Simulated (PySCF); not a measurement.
From one molecule to another.

First species: C5H3NO.
Cartesian coordinates in Å at the PBE0-D3(BJ)/def2-SVP level; atoms count from 1:
```xyz
10
C5H3NO angstrom
N      3.4343   -0.4158   -0.0171
C      2.2837   -0.2784    0.0376
C      0.8834   -0.0772    0.0975
C      0.1178    1.0543   -0.0301
C     -1.2305    0.6276    0.1221
C     -1.1749   -0.7222    0.3288
O      0.0934   -1.1553    0.3157
H      0.4884    2.0603   -0.2105
H     -2.1265    1.2424    0.0834
H     -1.9365   -1.4797    0.4953
```

Second species: Trichloro(naphthyl)silane, C₁₀H₇Cl₃Si.
SMILES: `Cl[Si](Cl)(Cl)c1cccc2ccccc12`

Levels: B3LYP/def2-SVPD for dipole moment, HOMO energy, LUMO energy, HOMO–LUMO gap, static isotropic polarisability and electronic spatial extent ⟨r²⟩ about the centre of nuclear charge; TDDFT B3LYP/def2-SVPD for lowest singlet excitation; TDA B3LYP/def2-SVPD for lowest triplet excitation (Tamm–Dancoff); PBE0-D3(BJ)/def2-SVP for rotational constant A and rotational constant C. Geometries: PBE0-D3(BJ)/def2-SVP. Each species is one conformer at its optimised geometry, gas phase, non-relativistic unless stated; the electronic structure was computed with PySCF and density fitting.

The conformers computed, where there is a choice (atom-mapped SMILES and torsion angles):
- `[Cl:1][Si:2]([Cl:3])([Cl:4])[c:5]1[cH:6][cH:7][cH:8][c:9]2[cH:10][cH:11][cH:12][cH:13][c:14]12`: Cl1–Si2–C5–C6 1°

(1) Which of the two has the higher HOMO energy, and by how much?

(2) Which has the higher static isotropic polarisability?

(3) Which has the higher dipole moment?

(4) Which of the two has the higher HOMO–LUMO gap, and by how much?

(5) Which has the higher S1 energy?

(6) Which has the higher ⟨r²⟩?

(7) Which has the higher LUMO energy?

(8) Which of the two has the higher rotational constant A, and by how much?

## Answers

(1) The second: -6.65 eV against -7.25 eV, a difference of 0.60 eV.

(2) The second: 182.6 au against 66.1 au, a difference of 116.5 au.

(3) The first: 4.85 D against 3.19 D, a difference of 1.66 D.

(4) The first: 5.53 eV against 4.57 eV, a difference of 0.96 eV.

(5) The first: 5.41 eV against 4.14 eV, a difference of 1.27 eV.

(6) The second: 4103 bohr² against 673 bohr², a difference of 3430 bohr².

(7) The first: -1.72 eV against -2.08 eV, a difference of 0.36 eV.

(8) The first: 9.278 GHz against 0.692 GHz, a difference of 8.586 GHz.

On the first: No computed singlet falls in the visible range (750 to 380 nm, 1.65 to 3.26 eV); S1 lies 2.15 eV above its blue end. A dipole of 4.85 D is allowed in Cs, and pure rotational transitions are dipole-allowed.

On the second: The polarisability is 27.06 Å³ as a volume (1 au = 0.148185 Å³), or 1.38 au for each of the 132 electrons. In wavenumbers S1 is 33400 cm⁻¹ (1 eV = 8065.54 cm⁻¹).
